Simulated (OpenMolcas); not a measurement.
**O³⁺: the spin-orbit constant, worked from levels**

```
Program             : OpenMolcas 26.06
Basis               : ANO-RCC-VQZP [5s4p3d2f1g]
Scalar Hamiltonian  : DKH2, point nucleus
Active space        : 3 electrons in 8 orbitals (2s 2p 3s 3p)
State averaging     : 2S+1 = 4 odd, 1 root; 2S+1 = 2 odd, 11 roots; 2S+1 = 4 even, 3 roots; 2S+1 = 2 even, 9 roots
Spin-orbit coupling : state interaction with AMFI integrals over the reference wave functions, term energies averaged over their components
```

Methods: CASSCF; MS-CASPT2, IPEA 0.25 Eh, imaginary shift 0.1 Eh (closed shells correlated: 1s). Measured levels: Moore, Selected Tables of Atomic Spectra, NSRDS-NBS 3, section 10.

**The spin-orbit constant.** For the Hund term ²P° of p1, E(J) = (A/2) J(J+1) + constant and ζ = 2S·A = A. From J = 1/2 to J = 3/2 the energy changes by 1.5 A.

```tsv
Source	E(3/2) - E(1/2)	A	ζ
CASSCF	375.0	250.0	250
MS-CASPT2	376.3	250.9	251
measured	385.9	257.3	257
```

All in cm-1. MS-CASPT2 is off by -2.5 % and CASSCF by -2.8 %. Both methods take the spin-orbit matrix elements from the reference wave functions, so the second can move ζ only through the term energies and any multistate remixing.

Active for correlation alone: 3p 3s; no level in the range computed is led by a configuration that fills them, so any true level of that kind is missing. Measured partners are found by configuration, term and J. A level has none where our copy of the source lacks it or the pairing is in doubt (some pairs that miss far off the trend of their configuration count as doubtful), and it then counts in no deviation. Levels of configurations outside the active space are missing.

° marks odd parity.
